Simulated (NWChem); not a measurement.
Species: C3H6ClF; SMILES CC[C@@H](F)Cl

```xyz
11

C     -0.8597     1.7132     0.5724
C     -0.2539     1.1470    -0.7098
C      0.5573    -0.1213    -0.5074
F      1.5704     0.0962     0.3893
Cl    -0.4798    -1.4817     0.1027
H     -1.5706     0.9929     1.0228
H     -1.4021     2.6567     0.3689
H     -0.0690     1.9227     1.3190
H      0.4372     1.8852    -1.1733
H     -1.0373     0.9295    -1.4650
H      1.0015    -0.4976    -1.4522
```
Atoms are numbered in this order, from 1.

Results from NWChem. Pople sets run with spherical d functions. The geometry was optimised at PBE-D3(BJ)/def2-SVP. B3LYP is NWChem's, with the RPA form of VWN correlation. Vertical excitations in the gas phase; the lowest state need not have the same character in each row.

```
level                      lowest excitation, singlet (eV)  oscillator strength of that lowest state  orbital gap (eV)
-------------------------  -------------------------------  ----------------------------------------  ----------------
PBE/6-31+G*, full TDDFT                                  ?                                     0.003                 ?
B3LYP/6-31+G*, full TDDFT                             7.13                                     0.002              8.41
PBE0/6-31+G*, full TDDFT                              7.29                                     0.001              8.96
```

Some entries are withheld; supply them.


- PBE/6-31+G*, full TDDFT, lowest excitation, singlet (eV): 6.83
- PBE/6-31+G*, full TDDFT, orbital gap (eV): 6.53
